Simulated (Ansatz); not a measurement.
Program: Ansatz. Geometries: PBE0-D4/def2-TZVP. ΔE: electronic, gas phase. CBS: MP2 limit from def2 TZ/QZ plus the TZ coupled-cluster correction, frozen cores. This one scheme is used for every species. Functionals use def2-TZVPP. For Se outer-core shells are correlated without core-valence functions, which leaves a few kJ/mol of doubt a bond. Scalar relativity is left out up to krypton.

Reaction (hydrogenolysis of the Se–Al bond): `C[Se][AlH2]` + H₂ → `C[SeH]` + `[AlH3]`

| level | ΔE (kJ/mol) |
| --- | --- |
| LDA (SPW92) | 110.3 |
| r2SCAN0-D4 | 111.1 |
| BHLYP-D4 | 102.5 |
| ωB97M-V | 103.7 |
| CAM-B3LYP | 93.0 |
| CCSD/def2-SVP | 90.4 |
| HF/CBS(def2) | 82.7 |
| CCSD/CBS(def2) | 104.8 |

What does CCSD(T)/CBS give? (An estimate is asked.)

Ansatz gave: +110.3 kJ/mol. The listed levels differ from it by 0.0, 0.8, -7.8, -6.6, -17.3, -19.9, -27.6, -5.5 kJ/mol.

Largest T1 diagnostic among the species: 0.010.

In def2-TZVPP, CCSD(T) changes the Hartree–Fock value by +20.7 kJ/mol (the triples alone add +5.5 kJ/mol) and MP2 by +29.9 kJ/mol. From r2SCAN to r2SCAN0 (25 % exact exchange), in def2-TZVPP and without D4, ΔE moves by −3.0 kJ/mol. Leaving LDA and LC-ωPBE aside and taking each functional with its dispersion term where it has one, the values, not all of them listed here, spread over 21.7 kJ/mol, from B97M-V to r2SCAN-D4. LDA lies +3.1 kJ/mol from PBE without D4.
